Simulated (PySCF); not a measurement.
Match the calculated data to a structure.

All candidates are C7H7ClS.

| technique | computed result |
| --- | --- |
| Triplet | lowest triplet excitation (Tamm–Dancoff): 3.48 eV [TDA PBE0/def2-SVPD] |
| UV, first state | lowest singlet excitation: 5.25 eV (236 nm, f = 0.111) [TDDFT PBE0/def2-SVPD] |
| Rotational structure | rotational constants A, B, C: 1.695, 1.061, 0.682 GHz [GFN2-xTB] |
| Polarisability | 108.4 au [PBE0/def2-SVPD] |
| Dipole | 1.75 D [PBE0/def2-SVPD] |

Electronic properties: PySCF, gas phase, density fitting. Levels stand in brackets. One conformer (not necessarily the lowest) at the GFN2-xTB geometry, without solvent, vibrations or thermal averaging.

Question: Which candidate is it?
A. `C#C[C@@H]1CC[C@@H](Cl)C1=S`
B. `CSc1cccc(Cl)c1`
C. `Clc1sccc1C1CC1`

Answer: C. It is `Clc1sccc1C1CC1`. Numbering: `[Cl:1][c:2]1[s:3][cH:4][cH:5][c:6]1[CH:7]1[CH2:8][CH2:9]1`. Its formula, C7H7ClS, gives 4 degrees of unsaturation: 2 rings and 2 π bonds in the structure found (Kekulé form). S1 is mainly HOMO→LUMO (weight 0.96); the largest Löwdin shares of the orbital it empties are 0.24 on the aromatic C–Cl carbon, 0.21 on the aromatic CH next to a ring sulfur, 0.18 on the aryl chlorine and 0.14 on the substituted aromatic carbon, of the orbital it fills 0.22 on the thiophene-type sulfur, 0.20 on the aromatic C–Cl carbon, 0.20 on the aromatic CH next to a ring sulfur and 0.12 on the aromatic CH carbon. The optimised geometry has point group C1 and is an asymmetric top.

The others, at the same levels:
- `C#C[C@@H]1CC[C@@H](Cl)C1=S` fails: its computed lowest singlet excitation is 2.22 eV (558 nm, f = 0.000) (against 5.25 eV), lowest triplet excitation (Tamm–Dancoff) is 1.73 eV (against 3.48 eV) and static isotropic polarisability is 110.5 au (against 108.4 au).
- `CSc1cccc(Cl)c1` fails: its computed lowest singlet excitation is 4.62 eV (268 nm, f = 0.017) (against 5.25 eV), lowest triplet excitation (Tamm–Dancoff) is 3.68 eV (against 3.48 eV) and static isotropic polarisability is 118.2 au (against 108.4 au).

Each candidate is one conformer, not necessarily the lowest. Dipoles, sizes and rotational constants follow the conformer. The torsions of the flexible species, by atom-mapped SMILES:
- `[Cl:1][c:2]1[s:3][cH:4][cH:5][c:6]1[CH:7]1[CH2:8][CH2:9]1`: C5–C6–C7–C8 -102°
- `[CH3:1][S:2][c:3]1[cH:4][cH:5][cH:6][c:7]([Cl:8])[cH:9]1`: C1–S2–C3–C4 180°

The conformers of `C#C[C@@H]1CC[C@@H](Cl)C1=S` aren't listed.
